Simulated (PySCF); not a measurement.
CsSn at r²SCAN

Level: r²SCAN. Cs def2-SVP with ECP46, Sn def2-SVP with ECP28; scalar-relativistic core potentials (PySCF 2.14).

```
state                                            : ⁴Σ⁻ (quartet), unpaired electrons σ ↑, π ↑↑
bond length                                      : 0.3601 nm
harmonic wavenumber                              : 87.4 cm⁻¹
force constant                                   : 0.284 mdyn/Å
rotational constant Be                           : 0.02062 cm⁻¹
anharmonicity ωexe                               : 0.180 cm⁻¹
vibration–rotation constant αe                   : 6.18e-05 cm⁻¹
well depth De to Cs + Sn                         : 1.59 eV
dissociation energy D0                           : 1.58 eV
bond order (Mayer)                               : 0.79
dipole moment (positive dipole means Cs(−)Sn(+)) : -11.09 D
```

Spin–orbit coupling is left out, which matters for elements this heavy, above all for dissociation energies. The state was picked by a PBE0 search and need not be the measured ground state.
